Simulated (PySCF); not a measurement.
# r2SCAN on Os⁴⁴⁺ (osmium, charge +44)

Configuration: [Ar] 3d10 4s2 4p2, high-spin 3P determinant. All numbers are calculated (PySCF 2.14, no relativity, point nucleus, in an even-tempered Gaussian basis (17 s from 5 bohr⁻², ratio 2.5; 11 p from 6.4 bohr⁻², ratio 2.5; 8 d from 11 bohr⁻², ratio 2.5; 4 f from 32 bohr⁻², ratio 2.7; 4 g from 48 bohr⁻², ratio 2.7)).

```json
{"Total energy": "-14991.77 hartree", "One-electron energy": "-17777.20 hartree", "Hartree (Coulomb) energy": "3023.12 hartree", "Exchange-correlation energy": "-237.68 hartree", "Kinetic energy": "14989.82181 hartree", "⟨S²⟩": "2.0010", "⟨L²⟩": "2.003", "Sum of ⟨r⟩": "5.636 bohr", "Sum of ⟨r²⟩": "1.556 bohr²", "Traceless quadrupole moment −½Σ⟨3z² − r²⟩ along its main axis": "0.0744 e·bohr²", "Density at the nucleus (Gaussians lack the cusp)": "311000 bohr⁻³", "Spin density at the nucleus": "1.38 bohr⁻³"}
```

```
shell  electrons  mean orbital energy (eV)  spread (eV)  rms radius, mean of both spins (bohr)
 1s α          1                  -69648.4            0                                 0.0230
 1s β          1                  -69645.4            0                                 0.0230
 2s α          1                  -13323.6            0                                 0.0909
 2s β          1                  -13323.0            0                                 0.0909
 2p α          3                  -12876.1        0.850                                 0.0781
 2p β          3                  -12874.0        2.879                                 0.0781
 3s α          1                   -4621.9            0                                  0.223
 3s β          1                   -4620.4            0                                  0.223
 3p α          3                   -4418.1        3.589                                  0.214
 3p β          3                   -4415.7        5.403                                  0.214
 3d α          5                   -4045.9        3.091                                  0.187
 3d β          5                   -4043.5        4.733                                  0.187
 4s α          1                   -2262.0            0                                  0.444
 4s β          1                   -2247.8            0                                  0.444
 4p α          2                   -2176.1            0                                  0.438
```

A non-relativistic calculation at this Z misses sizeable relativistic shifts. Spin-orbit coupling is strong in this species (close to jj coupling), so the high-spin LS determinant is a model state, not a physical level.
